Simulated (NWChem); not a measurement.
Basis-set convergence for CH$_{3}$NOSi

```xyz
7

N     -2.3032    -0.5969     0.0000
C     -1.2867    -0.0307     0.0000
O     -0.1826     0.6246     0.0000
Si     1.4171    -0.0121     0.0000
H      1.5957    -0.8295     1.2259
H      2.2720     1.1946     0.0000
H      1.5957    -0.8295    -1.2259
```
Charge 0, spin multiplicity 1.

Program: NWChem. The geometry was optimised at B3LYP/def2-SVP, a minimum by its harmonic frequencies. It is one conformer; others weren't searched.

Quantity: LUMO energy at the level B3LYP.

B3LYP has NWChem's definition, with VWN1-RPA local correlation. The Pople sets run with spherical d functions. The structure started from a generated list of species.

Problem. In aug-cc-pVTZ the value is -1.42 eV. Among STO-3G, def2-SVP, pcseg-1, 6-311G**, def2-SVPD, def2-TZVP, pcseg-2, def2-TZVPP, def2-TZVPD, which is the smallest basis within 0.1 eV of it?

Solution. pcseg-2, with 166 functions against 257 and about 4 % of the time (also within reach: def2-TZVPD). aug-cc-pVTZ isn't the basis-set limit itself, and a small set can land close by cancellation.

```
basis        functions  LUMO energy (eV)
-----------  ---------  ----------------
STO-3G              27              4.08
def2-SVP            75             -0.83
pcseg-1             75             -1.25
6-311G**            98             -1.22
def2-SVPD          111             -1.27
def2-TZVP          148             -1.28
pcseg-2            166             -1.36
def2-TZVPP         177             -1.29
def2-TZVPD         184             -1.40
aug-cc-pVTZ        257             -1.42
```
